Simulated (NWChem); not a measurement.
Species: C2H6F2Si; SMILES CC[SiH](F)F

```xyz
11

Si     0.0000    -0.6190    -0.4366
F     -1.2928    -1.0555     0.4349
F      1.2949    -1.0521     0.4335
C     -0.0020     1.2183    -0.6776
C     -0.0002     2.0201     0.6240
H      0.0003    -1.4178    -1.6855
H      0.8770     1.4692    -1.2979
H     -0.8831     1.4684    -1.2953
H      0.0007     3.1032     0.4295
H      0.8869     1.7895     1.2331
H     -0.8868     1.7912     1.2347
```
Atoms are numbered in this order, from 1.

Program: NWChem. Medium grid unless said otherwise, to which SCAN and Minnesota functionals are sensitive. Structure relaxed at the PBE0/def2-SVP level. Hybrids' shares of exact exchange are those that their runs print; pure functionals count as 0. The functionals differ in more than this share.

| row | share of exact exchange | highest occupied level (eV) |
|---|---|---|
| PBE/def2-TZVP | 0.00 | -7.49 |
| r2SCAN/def2-TZVP | 0.00 | -7.80 |
| TPSSh/def2-TZVP | 0.10 | -8.19 |
| B3LYP/def2-TZVP | 0.20 | withheld |
| PBE0/def2-TZVP | 0.25 | -8.88 |

Problem. Fit a straight line of the last column on the one before it, predict the withheld value, and compare with the run.

Solution. 
1. Means of the 4 shown rows: x = 0.087, y = -8.090. Slope Σ(x − x̄)(y − ȳ)/Σ(x − x̄)² = -0.2075/0.04188 = -4.955; intercept -7.656.
2. The shown rows scatter about the line by 0.112 (root mean square); the largest residual is +0.17, at PBE/def2-TZVP.
3. At x = 0.20 (B3LYP/def2-TZVP; inside the shown range) the line gives -8.65.
4. The run gives -8.70, -0.05 from the line, 0.4 times the scatter.
